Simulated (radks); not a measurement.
Results of a calculation; reference values are marked as such.
Spherical jellium clusters: N electrons in a uniform positive sphere of charge N and radius rs N^(1/3), rs = 2.2 bohr. Level of theory: non-relativistic Kohn-Sham, LDA (Slater exchange, Perdew-Wang correlation), spin-polarised, spherical densities (a radial shooting solver with Libxc functionals). Levels are named by radial order and angular momentum (1s, 1p, 1d, 2s, ...), and open shells are averaged over m.

N = 24, configuration 1s2 1p6 1d10 2s2 1f(up 4, down 0). This is the lowest configuration that the search found. Occupied and some empty levels:

level    occupation  eigenvalue (eV)  <r> (bohr)
1s up             1          -11.417       3.807
1s down           1          -11.173       3.707
1p up             3          -8.9875       4.654
1p down           3          -8.6153       4.595
1d up             5          -6.1157       5.322
1d down           5          -5.6729       5.302
2s up             1          -5.2169       4.792
2s down           1          -4.9345       4.841
1f up             4          -2.9751       6.032
1f down           0          -2.5156       6.073
2p up             0          -2.2402       6.482
2p down           0          -1.9826       6.610
2d up             0         -0.23534       10.15
2d down           0        -0.093849       11.07

Energy (eV): total -13.6418, kinetic 121.88, external -2857.4, Hartree 1382.2, exchange-correlation -142.21, background 1481.9.

Electron density:

r (bohr)  n(r) (e/bohr^3)
0.214             0.02824
1.02              0.02563
1.83              0.02205
2.64              0.02080
3.44              0.02218
4.25              0.02288
5.06              0.01944
5.87              0.01246
6.67             0.006032
7.48             0.002459
8.29            0.0009248
9.09            0.0003348
9.90            0.0001192
10.7           0.00004227
